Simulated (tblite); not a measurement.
C3H10OSi4.
Structure used (GFN2-xTB), in Å, numbered top down from 1:
```xyz
18
C3H10OSi4 angstrom
C     -2.5301    0.2574    2.3034
C     -1.4374    0.2951    1.5563
Si    -1.1778   -0.6391   -0.0536
Si    -0.3739    0.7958   -1.7665
Si     1.7836   -0.1269   -1.4510
C      2.5456    1.0669   -0.1951
O      1.9071    1.4022    0.7837
Si     0.8859   -1.8131   -0.0520
H     -3.3853   -0.3395    2.0261
H     -2.6290    0.8129    3.2240
H     -0.6060    0.9086    1.8819
H     -2.4229   -1.3965   -0.2928
H     -0.4961    2.2497   -1.6098
H     -0.9155    0.5548   -3.1143
H      2.8228   -0.3020   -2.4807
H      3.5692    1.4739   -0.3281
H      0.8688   -3.1422   -0.6848
H      1.5823   -2.0516    1.2174
```

Computed values, GFN2-xTB/tblite, gas phase, harmonic and unscaled. Errors from tens to a few hundred cm⁻¹ against measured bands are possible. Modes of hydrogen on silicon can be 10 to 20 % off. One conformer, not necessarily the lowest.

Harmonic wavenumbers (cm⁻¹): 41.1, 42.9, 65.3, 67.4, 115.6, 120.8, 128.7, 212.9, 288.7, 305.4, 318.5, 352.5, 353.7, 363.3, 372.6, 384.9, 419.7, 433.3, 454.8, 490.7, 534.8, 564.9, 587.4, 620.1, 629.2, 714.3, 718.3, 744.0, 818.8, 829.4, 909.2, 1009.1, 1030.9, 1274.9, 1355.9, 1419.9, 1655.7, 1662.6, 2105.5, 2130.9, 2149.5, 2155.7, 2197.4, 2200.9, 2699.3, 3037.4, 3069.4, 3088.4.

A = 1308, B = 718.0, C = 702.7 MHz; mass 173.981 u (most abundant isotopes); point group Cs, symmetry number 1.

Zero-point energy?

Half the sum of the wavenumbers: 23623 cm⁻¹ = 282.60 kJ/mol.

Give the ideal-gas entropy at 273.15 K and 1 bar in the rigid-rotor, harmonic-oscillator model (classical rotation).

Translation 171.38, rotation 126.80, vibration 180.75: S = 478.9 J/(mol K).

And Cp and H(273.15 K) − H(0)?

Cp = 207.73 J/(mol K), of which vibrations give 174.47 (their classical limit is 48 R = 399.1); H(273.15 K) − H(0) = 34.53 kJ/mol without the zero-point energy, 25.45 from vibrations.

What must be added to the electronic energy to get the Gibbs energy at 273.15 K and 1 bar?

ZPE + [H(273.15 K) − H(0)] − T·S = 282.60 + 34.53 − 130.82 = 186.31 kJ/mol.

Blend soft modes into free rotors: weight 1/[1 + (100 cm⁻¹/ν̃)⁴] for the oscillator and the rest for a rotor with moment μB/(μ + B), μ = h/(8π²ν), B = 10⁻⁴⁴ kg m². What vibrational entropy results?

162.18 J/(mol K) in place of 180.75, which changes −T·S at 273.15 K by +5.07 kJ/mol.

Hindered rotation and anharmonicity are outside this model. Other conformers, if any are populated, would add a mixing term that is left out.

Time: 1.3 s of wall time. Hardware: one thread of an Intel Xeon Platinum 8488C, shared host with 96 logical CPUs at a one-minute load of 34. The figure is for the frequency step alone.
